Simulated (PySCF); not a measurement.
# What a mistake does to a calculation on AlClGeH3N

All numbers below are calculated, not measured. The program is PySCF 2.14.0, an open-source quantum chemistry code, run on an isolated molecule that a program drew, which may never have been made. The molecule is AlClGeH3N (charge 0, singlet), drawn as the SMILES string `[AlH2][N]=[GeH][Cl]`.

Each row is a Hartree-Fock (HF) and frozen-core CCSD(T) single point in the cc-pV(D+d)Z basis, meant for a local HF minimum. Run 1 is clean. Each other run has one planted mistake out of seven kinds, and not every kind appears here: one electron removed, one electron added, multiplicity raised by two, geometry at a saddle point, minimal basis STO-3G, one bond length entered in bohr, all coordinates scaled. The reference is restricted for singlets and unrestricted otherwise, and also for a bond in bohr. Adding or removing an electron swaps singlet and doublet. Electrons count all cores. HOMO and LUMO are orbital energies over both spins, the gradient is its largest component, and the lowest frequency (negative if imaginary) is given only where the gradient is small. Bond lengths are over the 6 bonds as drawn. T1 is the CCSD diagnostic: over 0.02 (restricted) or 0.045 (unrestricted) a single reference is doubtful. Germanium has the cc-pVDZ-PP basis, with a core potential (ECP10MDF) in place of its 10 inner electrons, and its 3s, 3p and 3d shells are frozen in CCSD(T).

Geometry of the clean run:
```xyz
7
AlClGeH3N, angstrom
Al    0.5363   -1.8026   -3.3715
N     0.5499   -1.5296   -1.6333
Ge    0.9080   -1.7341   -0.0432
Cl    2.1838   -3.2828    0.7309
H    -0.5744   -2.7263   -4.0124
H     1.5977   -1.0746   -4.2886
H     0.4510   -0.9322    1.1511
```

| run | electrons | basis functions | <S^2> | HOMO (eV) | LUMO (eV) | gradient (hartree/bohr) | lowest frequency (cm^-1) | mean bond (Å) | longest bond (Å) | T1 | HF (hartree) | CCSD(T) (hartree) | mistake |
|---|---|---|---|---|---|---|---|---|---|---|---|---|---|
| 1 | 72 | 98 | 0.000 | -10.16 | 1.38 | 2.0e-05 | 46 | 1.7039 | 2.151 | 0.0181 | -1051.01355 | -1051.52821 | no fault |
| 2 | 72 | 98 | 0.803 | -7.63 | 1.12 | 8.8e-03 | - | 1.9382 | 2.987 | 0.0546 | -1050.91337 | -1051.41963 | one bond length entered in bohr |
| 3 | 72 | 98 | 0.000 | -10.27 | 1.60 | 3.4e-02 | - | 1.6527 | 2.086 | 0.0167 | -1051.00565 | -1051.51441 | all coordinates scaled |
| 4 | 72 | 98 | 2.032 | -6.56 | -0.35 | 1.6e-01 | - | 1.7039 | 2.151 | 0.0189 | -1050.92388 | -1051.39139 | multiplicity raised by two |
| 5 | 71 | 98 | 0.767 | -15.51 | -6.16 | 1.0e-01 | - | 1.7039 | 2.151 | 0.0202 | -1050.72003 | -1051.18371 | one electron removed |
| 6 | 73 | 98 | 0.771 | -0.28 | 5.96 | 1.0e-01 | - | 1.7039 | 2.151 | 0.0183 | -1050.99211 | -1051.51265 | ? |

**Which mistake was planted in run 6, and what did it cost?**

It counts 73 electrons, one more than the clean run, at the same geometry and basis. So the mistake is: one electron added. Subtracting run 1 and multiplying by 627.51 kcal/mol a hartree, the energy moved by 13.5 kcal/mol in HF and 9.8 kcal/mol in CCSD(T).

Cautions from the logs. Run 2: T1 is over the limit, so its CCSD(T) energy is less reliable; run 6: the added electron raises the CCSD(T) energy, so it isn't bound in this basis.
